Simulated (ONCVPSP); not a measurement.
# boron (B): ONCV pseudisation with LDA (Perdew-Wang 92), scalar-relativistic reference atom.

B (Z = 5), optimised norm-conserving Vanderbilt (ONCV), made with ONCVPSP 4.0.1 (LDA (Perdew-Wang 92), scalar-relativistic). Core [He], reference 2s2 2p1. Waves: 2s: rc 1.20 bohr, ncon 3, nbas 7, qcut 5.6 1/bohr, 3 projectors, debl 2.5 Ha; 2p: rc 2.80 bohr, ncon 4, nbas 8, qcut 4 1/bohr, 2 projectors, debl 0.6 Ha; d scattering state at 0.35 Ha: rc 2.75 bohr, ncon 4, nbas 7, qcut 3 1/bohr, 2 projectors, debl 0.7 Ha. Local part: polynomial inside 0.80 bohr (lpopt 5, dvloc0 0 Ha). Core correction: none.

All-electron outer shells of the reference configuration (LDA (PZ), scalar-relativistic, ld1.x):

```json
{"shell": "1s", "level (eV)": "-178.66", "outermost node (bohr)": "–", "outermost maximum (bohr)": "0.21"}
{"shell": "2s", "level (eV)": "-9.39", "outermost node (bohr)": "0.46", "outermost maximum (bohr)": "1.52"}
{"shell": "2p", "level (eV)": "-3.72", "outermost node (bohr)": "–", "outermost maximum (bohr)": "1.55"}
```

Calculated quality:

- Cutoffs needed: 12 Ha and 16 Ha (the cutoffs (Ha) at which the residual kinetic energy of the hardest occupied pseudo-wave falls to 1 and 0.1 mHa per electron)
- Ghost test: ghosts flagged at negative energy: s at -114.3 eV; GHOST(+) flagged for d at 3.7 eV; a true bound ghost makes a file unfit for plane-wave use
- Largest excitation error: +321 meV (all-electron minus pseudo) for 2s1 2p0, out of 4 test configurations

Generation and tests took about 4.5 s on one core of a shared server CPU.
